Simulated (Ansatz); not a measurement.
`[AlH2][CH]1C[SiH2]1` + CH₃NH₂ → `CNC1C[SiH2]1` + `[AlH3]`  (substitution at a C–Al bond)

Computed with Ansatz on PBE0-D4/def2-TZVP structures; ΔE is electronic, products minus reactants. CBS: MP2 limit from def2 TZ/QZ plus the TZ coupled-cluster correction, frozen cores. This one scheme is used for every species. DFT in def2-TZVPP. B3LYP here is the variant with VWN-RPA as its local correlation; programs differ in this. One conformer a species, not always the lowest.

Is it downhill or uphill in electronic energy at CCSD(T)/CBS, and by how much? (Best estimate.)

The calculation gave: Uphill: ΔE = +22.3 kcal/mol.

What do these levels give: LDA (SPW92), revPBE-D4, PBE0-D4, B3LYP-D4, r2SCAN0-D4, CAM-B3LYP-D4, PBE-QIDH, B3LYP, BHLYP, LC-ωPBE, CCSD/def2-TZVPP, CCSD/CBS(def2)? (Best estimate.)

Ansatz gave: LDA (SPW92) 20.2, revPBE-D4 20.5, PBE0-D4 21.9, B3LYP-D4 20.5, r2SCAN0-D4 22.7, CAM-B3LYP-D4 19.5, PBE-QIDH 22.3, B3LYP 21.2, BHLYP 20.6, LC-ωPBE 21.3, CCSD/def2-TZVPP 21.1, CCSD/CBS(def2) 21.9 kcal/mol.

Largest T1 diagnostic among the species: 0.011.

From BLYP to BHLYP (50 % exact exchange), in def2-TZVPP and without D4, ΔE moves by −0.8 kcal/mol. In def2-TZVPP, CCSD(T) changes the Hartree–Fock value by +2.3 kcal/mol (the triples alone add +0.4 kcal/mol) and MP2 by +3.3 kcal/mol. Leaving LDA and LC-ωPBE aside and taking each functional with its dispersion term where it has one, the values, not all of them listed here, spread over 3.4 kcal/mol, from CAM-B3LYP-D4 to r2SCAN-D4. LDA lies −2.2 kcal/mol from PBE without D4.
